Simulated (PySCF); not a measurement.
digallium oxide (Ga2O), SMILES [Ga][O][Ga] (connectivity only; charge and spin as stated), neutral, multiplicity 1. Atoms are numbered in the order given.

```xyz
3

Ga     0.0000     0.0000     1.8006
O      0.0000     0.0000     0.0000
Ga     0.0000     0.0000    -1.8006
```
Charge 0, spin multiplicity 1.

Geometry: PBE0-D3(BJ)/def2-TZVP.

Computed with IEF-PCM-PBE0/def2-SVP in PySCF.

The values are the electrostatic part of the solvation free energy, E(continuum) − E(gas) at the gas-phase geometry, in a cavity of scaled van der Waals radii (PySCF's table); cavitation and dispersion terms are not included. A continuum can't describe solvent molecules that bind to the metal. In vacuum the orbital gap is 5.27 eV. The dipole moment in vacuum is 0.00 D.

| solvent | ε | ΔG(elec) (kcal/mol) | dipole (D) | gap (eV) |
|---|---|---|---|---|
| water | 78.36 | -2.4 | 0.00 | 5.38 |
| dimethylsulfoxide | 46.83 | -2.4 | 0.00 | 5.38 |
| tetrahydrofuran | 7.43 | -1.9 | 0.00 | 5.35 |
